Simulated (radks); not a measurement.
The samarium ion Sm57+, configuration [He] 2s2 2p1.

Calculated with a radial shooting solver on a logarithmic mesh with Libxc functionals: scalar-relativistic Kohn-Sham, LDA (Slater exchange, VWN5 correlation), spin-polarised, spherical densities, finite nucleus; open shells are filled with parallel spins first (spin-orbit coupling, left out, can overturn this in heavy ions); Fermi nuclear charge, rms radius 5.0819 fm.

Energy parts (hartree):
part                       energy
total                  -5427.1275
kinetic                 6009.5463
electron-nucleus      -11594.6450
Hartree                  214.6232
exchange-correlation     -56.6520

Orbitals (lengths in bohr, moments of r in powers of bohr):
1s up: occ. 1; eigenvalue (hartree) -1931.024; <r^4> 1.295e-06
1s down: occ. 1; eigenvalue (hartree) -1930.287; <r^4> 1.293e-06
2s up: occ. 1; eigenvalue (hartree) -465.2195; <r^4> 0.0001710
2s down: occ. 1; eigenvalue (hartree) -464.0160; <r^4> 0.0001719
2p up: occ. 1; eigenvalue (hartree) -440.6627; <r^4> 0.0001186
2p down: occ. 0; eigenvalue (hartree) -439.2231; <r^4> 0.0001194
3s up: occ. 0; eigenvalue (hartree) -198.7614; <r^4> 0.004041
3s down: occ. 0; eigenvalue (hartree) -198.4405; <r^4> 0.004063
3p up: occ. 0; eigenvalue (hartree) -191.4382; <r^4> 0.003621
3p down: occ. 0; eigenvalue (hartree) -191.0727; <r^4> 0.003645

The highest occupied level is 2p up at -11991.0 eV. For comparison, the ionisation energy in NIST's Atomic Spectra Database is 12588 eV (theoretical). In exact Kohn-Sham theory the highest level is minus the ionisation energy, but local and semilocal functionals leave it too shallow, through self-interaction and a potential that decays too fast; potentials with the right tail come closer. Spin moment in Bohr magnetons: 1. The spin density at the nucleus is -43.6 e/bohr^3 (1s -152.4, 2s 108.8).
